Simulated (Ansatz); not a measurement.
Ansatz (a program for electronic structure) input (CCSD(T)/def2-TZVPP):

Ansatz 0.2 input:
```yaml
crystal:
  periodic: [false, false, false]
  atoms:
    - {symbol: Se, position_ang: [-0.00497822, -0.00918719, 0.17570820]}
    - {symbol: Cl, position_ang: [1.57845378, 1.84451912, -0.03516462]}
    - {symbol: Cl, position_ang: [-1.56849733, -1.82614473, -0.31625177]}
basis:
  gaussian:
    orbitals: def2-TZVPP
total_charge: -1
magnetization: {spin_polarized: true, initial_magnetization: 1}
correlation: {method: ccsd_t, electrons: outside_noble_gas}
```

Output:

```
Functional definition: HF
integrals: 0.38 GiB planned
824 factors; integrals over basis functions are off by at most 5.9e-4 eV
mean field: 0.78 GiB planned
mean field evaluation 1: about -90311.5913 eV, gradient 1.2e1 eV
mean field evaluation 2: about -90311.7698 eV, gradient 1.2e1 eV
mean field evaluation 4: about -90312.8391 eV, gradient 1.9e0 eV
mean field evaluation 8: about -90312.9036 eV, gradient 3.4e-1 eV
mean field evaluation 16: about -90312.9085 eV, gradient 1.2e-5 eV
mean field evaluation 32: about -90312.9085 eV, gradient 1.2e-2 eV
mean field evaluation 64: about -90312.9059 eV, gradient 1.2e-1 eV
mean field evaluation 96: about -90312.7699 eV, gradient 8.6e-3 eV
mean field evaluation 128: about -90310.7557 eV, gradient 1.7e0 eV
mean field evaluation 160: about -90309.8362 eV, gradient 2.1e-2 eV
mean field evaluation 192: about -90308.6344 eV, gradient 2.5e-2 eV
mean field evaluation 224: about -90310.4696 eV, gradient 1.4e0 eV
mean field evaluation 256: about -90309.8362 eV, gradient 7.5e-3 eV
mean field evaluation 288: about -90309.7845 eV, gradient 3.2e-2 eV
mean field evaluation 320: about -90312.9085 eV, gradient 1.7e-3 eV
mean field evaluation 352: about -90309.8362 eV, gradient 9.9e-3 eV
mean field evaluation 384: about -90308.9690 eV, gradient 3.2e0 eV
mean field evaluation 416: about -90309.8216 eV, gradient 9.2e-4 eV
mean field -90312.90852196 eV, -3318.9381718939 hartree, gradient 2.5e-6 eV, S^2 0.762594; 11 other end points of the search recorded, 0 dependent functions left out
determinant -90312.90852196 eV, -3318.9381718939 hartree, with singles and doubles -90328.50853416 eV, -3319.5114617683 hartree
determinant -90312.76992977 eV, -3318.9330787248 hartree, with singles and doubles -90328.36157235 eV, -3319.5060610214 hartree
determinant -90310.45729489 eV, -3318.8480909608 hartree, with singles and doubles -90326.12019475 eV, -3319.4236919137 hartree
determinant -90309.83624881 eV, -3318.8252679380 hartree, with singles and doubles -90325.20868404 eV, -3319.3901945129 hartree
determinant -90309.82158132 eV, -3318.8247289178 hartree, with singles and doubles -90325.23544221 eV, -3319.3911778577 hartree
determinant -90309.78453654 eV, -3318.8233675474 hartree, with singles and doubles -90325.19418340 eV, -3319.3896616243 hartree
determinant -90312.90852196 eV, -3318.9381718939 hartree, with singles and doubles -90328.47676182 eV, -3319.5102941564 hartree
determinant -90312.76992977 eV, -3318.9330787248 hartree, with singles and doubles -90328.33012733 eV, -3319.5049054382 hartree
24 core orbitals not correlated
reference -90312.90852196 eV, -3318.9381718939 hartree; 11, 10 occupied and 97, 98 virtual orbitals, 824 factors
second order -14.39317228 eV of doubles, -0.00000000 eV of singles
coupled cluster: 0.79 GiB planned
cycle   1  -15.56823877 eV  change    1.1e-6 eV  update   2.6e-6
perturbative correction -0.73047993 eV, -0.0268446423 hartree
Total energy: -90329.20724066 eV, -3319.5371387586 hartree
```
